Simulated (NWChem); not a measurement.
# C2H3BF2O; SMILES C(C)(B(F)F)=O

```xyz
9

C     -0.8751    -1.5493    -0.8409
C      0.0586    -0.7758     0.0437
O      0.8493    -1.3114     0.7956
B      0.0769     0.8238     0.0756
F      0.9652     1.5051    -0.6140
F     -0.7521     1.4950     0.8463
H     -0.7095    -1.2752    -1.8963
H     -1.9202    -1.2869    -0.6054
H     -0.7175    -2.6279    -0.7028
```
Atoms are numbered in this order, from 1.

All runs: NWChem. Structure relaxed at the PBE0/def2-SVP level. Atomic charges in e: unrestrained fits to the electrostatic potential beside Mulliken populations; buried atoms are poorly determined by the fit.

### Question
What does the run give for B3LYP/def2-SVP? Quantities: ESP C1; Mulliken C1; ESP C2; Mulliken C2; ESP O3; Mulliken O3; ESP B4; Mulliken B4; ESP F5; Mulliken F5; relative RMS misfit of the potential (%).

### Answer
```yaml
ESP C1: -0.18
Mulliken C1: 0.03
ESP C2: 0.34
Mulliken C2: 0.05
ESP O3: -0.42
Mulliken O3: -0.22
ESP B4: 0.61
Mulliken B4: 0.17
ESP F5: -0.27
Mulliken F5: -0.07
relative RMS misfit of the potential (%): 20
```
